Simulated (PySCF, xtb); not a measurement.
CBr, SMILES [C]Br (connectivity only; charge and spin as stated), neutral, multiplicity 2.

Harmonic wavenumbers (cm⁻¹) from GFN2-xTB (xtb 6.7.1) at its own minimum, in rising order: 851.

Problem. What does PySCF with PBE-D3(BJ)/def2-TZVPD give at its own minimum? (Estimate from the structure and the level; the computed values follow.)

Solution. 715. Paired by order, the mean absolute difference is 136 cm⁻¹ and the zero-point energies are 1.2 and 1.0 kcal/mol.
